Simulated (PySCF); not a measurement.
C3H5O2, SMILES O(CC)[C]=O, multiplicity 2. Geometry: PBE0-D3(BJ)/def2-SVP. The isomer is the one that the SMILES or the coordinates give; other isomers of the formula were not compared. One conformer was computed; it need not be the lowest.

Computed equilibrium geometry at PBE0-D3(BJ)/def2-SVP (PySCF confirms it by a frequency run) as a Z-matrix (one conformer of several):
```
C
H 1 1.0978
H 1 1.1007 2 109.14
O 1 1.4522 2 104.31 3 -115.26
C 4 1.3045 1 117.11 2 157.34
O 5 1.1867 4 130.76 1 -0.85
C 1 1.5078 2 112.04 3 124.23
H 7 1.0995 1 110.95 2 -179.21
H 7 1.0997 8 108.89 1 122.39
H 7 1.1006 8 107.96 9 117.34
```
Charge 0, spin multiplicity 2.
